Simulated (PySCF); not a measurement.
Cartesian coordinates in Å; atom numbers follow the order of the lines, from 1:
```xyz
21

C     3.1806    1.5783    0.0301
C     2.8168    0.4894    0.4178
C     2.3476   -0.8091    0.8700
C     0.8428   -1.0801    0.7583
O     0.3801   -2.1115    1.2014
N     0.1165   -0.1197    0.1449
C    -1.3144   -0.2418   -0.0650
C    -1.6398   -0.5843   -1.5109
C    -1.9922    0.9910    0.4686
C    -2.8287    1.7893   -0.1948
H     3.5171    2.5428   -0.3030
H     2.6100   -0.9716    1.9276
H     2.8486   -1.6159    0.3099
H     0.5959    0.7058   -0.1989
H    -1.6078   -1.0956    0.5704
H    -2.7183   -0.7556   -1.6426
H    -1.3342    0.2236   -2.1944
H    -1.1100   -1.5016   -1.8033
H    -1.7386    1.2253    1.5095
H    -3.1142    1.6022   -1.2336
H    -3.2715    2.6647    0.2867
```

Geometry: PBE0-D3(BJ)/def2-SVP; GIAO absolute shieldings from PySCF 2.14, gas phase, non-relativistic, averaged over equivalent atoms.

At KT3/pcSseg-1 (225 basis functions, 52 s wall time on 1 thread of an x86-64 server CPU, shared host):
| atoms | σ (ppm) |
| --- | --- |
| C4 | 32.9 |
| C9 | 45.0 |
| C10 | 72.4 |
| C2 | 109.9 |
| C1 | 113.9 |
| C7 | 136.7 |
| C3 | 154.4 |
| C8 | 164.5 |
| O5 | -34.4 |
| N6 | 118.2 |
| H14 | 25.44 |
| H19 | 25.45 |
| H21 | 26.13 |
| H20 | 26.16 |
| H15 | 26.45 |
| H13 | 28.24 |
| H12 | 28.28 |
| H11 | 29.09 |
| H16/H17/H18 | 30.15 |

Estimate the result of repeating the calculation with PBE0/pcSseg-1.

Results:


```
      atoms  σ at PBE0/pcSseg-1  change
         C4                21.2   -11.7
         C9                34.4   -10.6
        C10                62.8    -9.6
         C2               102.2    -7.7
         C1               103.9   -10.0
         C7               140.0    +3.3
         C3               156.4    +2.0
         C8               166.5    +2.0
         O5               -58.6   -24.2
         N6               116.6    -1.6
        H14               25.44   +0.00
        H19               25.16   -0.29
        H21               25.82   -0.31
        H20               25.85   -0.31
        H15               26.46   +0.01
        H13               28.26   +0.02
        H12               28.29   +0.01
        H11               29.06   -0.03
H16/H17/H18               30.08   -0.07
```

The largest change is at O5 (amide-type carbonyl oxygen). Cost: 225 basis functions, 40 s wall time on 1 thread of an x86-64 server CPU, shared host. The order of the carbon signals is the same at both levels.

The C=O carbon of an acid or of an amide with N–H lies up to 10 ppm further downfield in solution, through hydrogen bonding that the calculation lacks.
